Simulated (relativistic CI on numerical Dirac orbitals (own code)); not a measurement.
V⁹⁺: q coefficients and field-shift factors

Calculated at this level of theory: Dirac-Coulomb-Breit CI, separate exchange-only KLI orbitals for each configuration, derivatives by finite differences, unscaled Slater integrals, QED left out (own radial code, finite nucleus).

Configurations in the expansion (outside the closed core [Ne]): 3s²3p², 3s3p³, 3s²3p3d, 3p⁴, 3s3p²3d, 3p³3d, 3s²3d², 3s3d³, 3p²3d², 3p3d³. Double excitations out of closed p, d and f shells are left out; levels of such configurations are missing from the list, as are those of other unlisted configurations, and high levels can miss mixing partners.

With x = (α/α₀)² − 1 an excitation energy changes as ω = ω₀ + qx; K = 2q/ω₀ is the relative enhancement. Terms are leading LS components, so labels can repeat. The field-shift factor is F = δν/δ⟨r²⟩ for the transition from the lowest level.

Lowest level 3s²3p² ³P0.

```
     Level  ω₀ (cm⁻¹)  q (cm⁻¹)       K  F (GHz/fm²)
3s²3p² ³P1       4065      5053    2.49     -0.00703
3s²3p² ³P2       9348      9632    2.06      -0.0164
3s²3p² ¹D2      35133      9650   0.549       0.0104
3s²3p² ¹S0      71555     10430   0.292       -0.155
3s3p³ ⁵S°2     165004     16570   0.201        -7.69
3s3p³ ³D°1     227849     15350   0.135        -6.81
3s3p³ ³D°2     227975     15430   0.135        -6.82
3s3p³ ³D°3     228899     17020   0.149        -6.84
3s3p³ ³P°2     266060     17240    0.13        -6.61
3s3p³ ³P°0     266118     17100   0.129        -6.71
3s3p³ ³P°1     266207     17400   0.131         -6.7
3s3p³ ¹D°2     287416     16860   0.117        -4.64
3s3p³ ³S°1     340225     16920  0.0995         -8.4
```

At this charge energies of transitions that change n are usually good to better than 1 %, and those within a shell (Δn = 0) to a few per cent.
